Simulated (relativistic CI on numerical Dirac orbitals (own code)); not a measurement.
**Cu4+ in a cubic cluster: L2,3 absorption with charge transfer**

Computed with a charge-transfer multiplet model of a cubic metal-ligand cluster with up to 3 ligand holes, Slater and spin-orbit integrals from Dirac-Coulomb-Breit ions, Slater integrals scaled by 0.8. The ground state mixes d7 with configurations of k ligand holes L, whose averages lie at kΔ + k(k − 1)U_dd/2; a core hole lowers each added d electron by U_cd. 20 K, Lorentzian 0.4 eV and Gaussian 0.3 eV FWHM.

Atomic integrals in eV (Slater integrals scaled, ζ unscaled), ground: F2dd 11.838, F4dd 7.422, zeta_d 0.120; with the core hole: F2dd 12.413, F4dd 7.786, zeta_d 0.150, zeta_core 13.370, F2cd 7.564, G1cd 5.867, G3cd 3.340.

Cluster parameters (eV): Δ = 1, U_cd = 10.4, 10Dq = 0.2, 10Dq(ligand) = 0.9, V(eg) = 3.7, V(t2g) = -1.67, final-state hopping factor = 1.

| Case | n_d | d7 | d8L | d9L2 | d10L3 | S |
| --- | --- | --- | --- | --- | --- | --- |
| U_dd = 6.2 eV | 7.83 | 0.32 | 0.54 | 0.14 | 0.01 | 0.59 |
| U_dd = 6.9 eV | 7.80 | 0.33 | 0.54 | 0.12 | 0.01 | 0.61 |
| U_dd = 7.6 eV | 7.78 | 0.34 | 0.54 | 0.11 | 0.00 | 0.64 |
| U_dd = 8.3 eV | 7.75 | 0.35 | 0.54 | 0.10 | 0.00 | 0.68 |
| U_dd = 10.4 eV | 7.68 | 0.40 | 0.53 | 0.07 | 0.00 | 0.82 |

Weights, n_d and S are thermal averages at 20 K. Photon energies count from the first peak over 30 % of the highest in each spectrum, which can be another peak from case to case. The parameters are a model scan and need not match a compound or its usual spin state. Peaks in eV (height, largest 100):
- U_dd = 6.2 eV: 0.0 (100), 9.9 (11), 20.5 (48)
- U_dd = 6.9 eV: 0.0 (38), 0.7 (100), 2.6 (13), 10.9 (7), 20.5 (10), 21.3 (45), 22.8 (6)
- U_dd = 7.6 eV: 0.0 (37), 0.8 (100), 1.6 (68), 2.6 (17), 3.5 (9), 11.4 (6), 20.5 (9), 21.4 (44), 22.8 (8)
- U_dd = 8.3 eV: 0.0 (38), 0.9 (100), 1.8 (76), 3.7 (10), 20.5 (7), 21.5 (41), 22.7 (10), 23.2 (7)
- U_dd = 10.4 eV: 0.0 (48), 1.1 (100), 2.0 (100), 4.0 (17), 4.6 (11), 21.8 (32), 22.5 (25), 23.4 (13), 24.0 (8)

For the case U_dd = 8.3 eV, Δ = 1 eV is smaller than U_dd = 8.3 eV, the charge-transfer side of the Zaanen-Sawatzky-Allen scheme. With the core hole the configuration with one ligand hole lies at Δ + U_dd − U_cd = -3.2, -2.5, -1.8, -1.1, 1.0 eV from the one without, in the order of the table; where this is negative the screened configuration lies lower, though the effective hopping of about 5.4 eV (from the holes of the mixed ground state) mixes the two strongly wherever it is as large as the gap.
